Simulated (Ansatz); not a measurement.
Isolated molecules relaxed with PBE0-D4/def2-TZVP in Ansatz; ΔE leaves out vibrations. CBS: MP2 limit from def2 TZ/QZ plus the TZ coupled-cluster correction, frozen cores. This one scheme is used for every species. Functionals use def2-TZVPP. For As, Ge outer-core shells are correlated without core-valence functions, which leaves a few kJ/mol of doubt a bond. Scalar relativity is left out up to krypton. Each species was taken in one conformer, which may not be the lowest.

Reaction (ligand exchange at the As–O bond): `O[AsH2]` + `S[S][GeH3]` → `[GeH3][S]S[AsH2]` + H₂O

```json
{"level": "ωB97M-V", "ΔE (kJ/mol)": "-54.1"}
{"level": "r2SCAN0", "ΔE (kJ/mol)": "-59.1"}
```

(1) What does CCSD(T)/CBS give? (Best estimate.)

Largest T1 diagnostic among the species: 0.013.

## Answers

(1) The calculation gave: -63.9 kJ/mol. The listed levels differ from it by 9.8, 4.8 kJ/mol.

Leaving LDA and LC-ωPBE aside and taking each functional with its dispersion term where it has one, the values, not all of them listed here, spread over 17.8 kJ/mol, from revPBE-D4 to ωB97X-V. LDA lies −6.0 kJ/mol from PBE without D4. In def2-TZVPP, CCSD(T) changes the Hartree–Fock value by −17.5 kJ/mol (the triples alone add −3.8 kJ/mol) and MP2 by −25.5 kJ/mol.
